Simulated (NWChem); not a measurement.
System: C2H5BN2O; SMILES C(=O)=NB(N)C

Here is an NWChem input.

```
start job
memory heap 200 mb stack 900 mb global 1100 mb
geometry units angstroms
  C     -2.066436    -0.604827    -0.127564
  B     -0.914455     0.486769    -0.101912
  N     -1.166479     1.845679    -0.205303
  N      0.449148     0.094022     0.029211
  C      1.383905    -0.623432     0.148130
  O      2.361152    -1.237789     0.264041
  H     -1.942917    -1.281006    -0.970961
  H     -2.042371    -1.221350     0.768374
  H     -3.056839    -0.163841    -0.200146
  H     -0.439658     2.540639    -0.191522
  H     -2.087949     2.233676    -0.301903
end
basis spherical
  * library def2-svp
end
dft
  xc xpbe96 cpbe96
  disp vdw 4
  iterations 150
end
driver
  maxiter 120
end
task dft optimize
task dft freq
```

Parts of the log:

```
             Northwest Computational Chemistry Package (NWChem) 7.3.0
             --------------------------------------------------------

 C1  symmetry detected

                             Geometry "geometry" -> ""
                             -------------------------

 Output coordinates in angstroms (scale by  1.889725989 to convert to a.u.)

  No.       Tag          Charge          X              Y              Z
 ---- ---------------- ---------- -------------- -------------- --------------
    1 C                    6.0000    -1.43142048     1.49136618     0.00020962
    2 B                    5.0000     0.05788494     0.94248622     0.00070040
    3 N                    7.0000     1.16463830     1.77671582     0.00031181
    4 N                    7.0000     0.31010895    -0.46009622    -0.00076410
    5 C                    6.0000     0.08108563    -1.62207750    -0.00009448
    6 O                    8.0000    -0.03666421    -2.77620758     0.00047397
    7 H                    1.0000    -1.96577364     1.16562229    -0.88981909
    8 H                    1.0000    -1.99000444     1.11023566     0.85232941
    9 H                    1.0000    -1.47560075     2.57653438     0.03326987
   10 H                    1.0000     2.10991974     1.43339648    -0.00139145
   11 H                    1.0000     1.10412646     2.77937143     0.00079278

 Effective nuclear repulsion energy (a.u.)     197.4578951040

                                Z-matrix (autoz)
                                --------

 Units are Angstrom for bonds and degrees for angles

      Type          Name      I     J     K     L     M      Value
      ----------- --------  ----- ----- ----- ----- ----- ----------
    1 Stretch                  1     2                       1.58723
    2 Stretch                  1     7                       1.08802
    3 Stretch                  1     8                       1.08783
    4 Stretch                  1     9                       1.08657
    5 Stretch                  2     3                       1.38594
    6 Stretch                  2     4                       1.42508
    7 Stretch                  3    10                       1.00570
    8 Stretch                  3    11                       1.00448
    9 Stretch                  4     5                       1.18434
   10 Stretch                  5     6                       1.16012
   11 Bend                     1     2     3               122.76112
   12 Bend                     1     2     4               120.42565
   13 Bend                     2     1     7               110.94943
   14 Bend                     2     1     8               111.12499
   15 Bend                     2     1     9               112.55102
   16 Bend                     2     3    10               123.03169
   17 Bend                     2     3    11               123.55391
   18 Bend                     2     4     5               158.65544
   19 Bend                     3     2     4               116.81315
   20 Bend                     6     4     2               161.29015
   21 Bend                     7     1     8               106.48090
   22 Bend                     7     1     9               107.69348
   23 Bend                     8     1     9               107.76978
   24 Bend                    10     3    11               113.41437
   25 Torsion                  1     2     3    10        -179.86330
   26 Torsion                  1     2     3    11           0.07498
   27 Torsion                  1     2     4     5          -0.29480
   28 Torsion                  4     2     5     6         179.83236
   29 Torsion                  3     2     1     7         118.82881
   30 Torsion                  3     2     1     8        -122.90400
   31 Torsion                  3     2     1     9          -1.92583
   32 Torsion                  3     2     4     5         179.80808
   33 Torsion                  4     2     1     7         -61.06200
   34 Torsion                  4     2     1     8          57.20519
   35 Torsion                  4     2     1     9         178.18336
   36 Torsion                  4     2     3    10           0.03121
   37 Torsion                  4     2     3    11         179.96948

  pbe96 is a nonlocal functional; adding pw91lda local functional.

                           NWChem Geometry Optimization
                           ----------------------------

 maximum gradient threshold         (gmax) =   0.000450
 rms gradient threshold             (grms) =   0.000300
 maximum cartesian step threshold   (xmax) =   0.001800
 rms cartesian step threshold       (xrms) =   0.001200
 fixed trust radius                (trust) =   0.300000
 source of zmatrix                         =   autoz

          -------------------
          Energy Minimization
          -------------------

 Using diagonal initial Hessian
 Scaling for Hessian diagonals: bonds = 1.00  angles = 0.25  torsions = 0.10

          --------
          Step   0

                                 NWChem DFT Module
                                 -----------------

[...]

      ----------------------
      Optimization converged
      ----------------------

  Step       Energy      Delta E   Gmax     Grms     Xrms     Xmax
  ---- ---------------- -------- -------- -------- -------- --------
@    9    -288.36107164 -9.7D-08  0.00021  0.00005  0.00051  0.00156
                                     ok       ok       ok       ok

                                Z-matrix (autoz)
                                --------

 Units are Angstrom for bonds and degrees for angles

[...]

 Rotational Constants
 --------------------
 A=   0.267858 cm-1  (  0.385380 K)
 B=   0.062882 cm-1  (  0.090471 K)
 C=   0.051419 cm-1  (  0.073979 K)

 Temperature                      =   298.15K
 frequency scaling parameter      =   1.0000

 Zero-Point correction to Energy  =   50.083 kcal/mol  (  0.079813 au)
 Thermal correction to Energy     =   54.639 kcal/mol  (  0.087072 au)
 Thermal correction to Enthalpy   =   55.231 kcal/mol  (  0.088016 au)

 Total Entropy                    =   83.978 cal/mol-K
   - Translational                =   39.182 cal/mol-K (mol. weight =  84.0495)
   - Rotational                   =   27.012 cal/mol-K (symmetry #  =        1)
   - Vibrational                  =   17.784 cal/mol-K

 Cv (constant volume heat capacity) =   24.449 cal/mol-K
   - Translational                  =    2.979 cal/mol-K
   - Rotational                     =    2.979 cal/mol-K
   - Vibrational                    =   18.490 cal/mol-K

[normal modes left out]

 ----------------------------------------------------------------------------
 Normal Eigenvalue ||           Projected Infra Red Intensities
  Mode   [cm**-1]  || [atomic units] [(debye/angs)**2] [(KM/mol)] [arbitrary]
 ------ ---------- || -------------- ----------------- ---------- -----------
    1       -0.000 ||    0.000494           0.011         0.481       0.072
    2       -0.000 ||    0.000864           0.020         0.842       0.125
    3        0.000 ||    0.001229           0.028         1.198       0.178
    4        0.000 ||    0.001179           0.027         1.149       0.171
    5        0.000 ||    0.000182           0.004         0.178       0.026
    6        0.000 ||    0.000011           0.000         0.011       0.002
    7       53.086 ||    0.000364           0.008         0.354       0.053
    8       92.124 ||    0.000562           0.013         0.548       0.082
    9      124.487 ||    0.002545           0.059         2.481       0.369
   10      308.675 ||    0.000818           0.019         0.797       0.119
   11      381.639 ||    0.004844           0.112         4.723       0.703
   12      431.549 ||    0.013025           0.300        12.697       1.889
   13      489.058 ||    0.143907           3.320       140.288      20.869
   14      558.616 ||    0.020195           0.466        19.687       2.929
   15      582.911 ||    0.021260           0.490        20.725       3.083
   16      615.956 ||    0.015161           0.350        14.779       2.199
   17      651.473 ||    0.008597           0.198         8.381       1.247
   18      819.736 ||    0.002560           0.059         2.496       0.371
   19      826.732 ||    0.004235           0.098         4.129       0.614
   20      860.872 ||    0.015491           0.357        15.101       2.246
   21     1136.046 ||    0.172543           3.981       168.204      25.022
   22     1261.936 ||    0.064490           1.488        62.868       9.352
   23     1330.255 ||    0.126279           2.913       123.103      18.313
   24     1386.226 ||    0.004184           0.097         4.079       0.607
   25     1403.015 ||    0.008945           0.206         8.720       1.297
   26     1517.909 ||    0.051715           1.193        50.414       7.500
   27     1559.478 ||    0.235281           5.428       229.363      34.121
   28     2407.390 ||    1.255935          28.975      1224.348     182.137
   29     2970.907 ||    0.002964           0.068         2.890       0.430
   30     3050.869 ||    0.005805           0.134         5.659       0.842
   31     3070.416 ||    0.018949           0.437        18.472       2.748
   32     3524.237 ||    0.042275           0.975        41.212       6.131
   33     3634.969 ||    0.028651           0.661        27.931       4.155
 ----------------------------------------------------------------------------
```

Level: PBE-D3(BJ)/def2-SVP.
